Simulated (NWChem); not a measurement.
System: C$_{2}$H$_{5}$NOSi; SMILES N(/[SiH3])=C\C=O

NWChem input:

```
start job
memory heap 200 mb stack 900 mb global 1100 mb
geometry units angstroms noautoz
  O      0.249221     2.931877     0.317277
  C     -0.319385     1.933460    -0.069071
  C      0.224395     0.551688     0.163880
  N     -0.419768    -0.455758    -0.266622
  Si     0.087014    -2.133344    -0.072321
  H     -1.280644     1.956014    -0.622275
  H      1.180323     0.522368     0.713643
  H     -0.988838    -2.837846     0.666922
  H      1.378539    -2.265737     0.665183
  H      0.221241    -2.715179    -1.430156
end
basis spherical
  * library def2-svp
end
dft
  xc hcth407
  iterations 150
  mulliken
end
task dft energy
```

Geometry: optimised at B3LYP/6-31G* (spherical d).

Task: Give the results of this calculation. (HCTH/407/def2-SVP.) Quantities: energy (Ha); highest occupied level (eV); orbital gap (eV); dipole (D).

Result: 
| Quantity | Value |
|---|---|
| energy (Ha) | -498.41 |
| highest occupied level (eV) | -6.03 |
| orbital gap (eV) | 2.29 |
| dipole (D) | 1.97 |
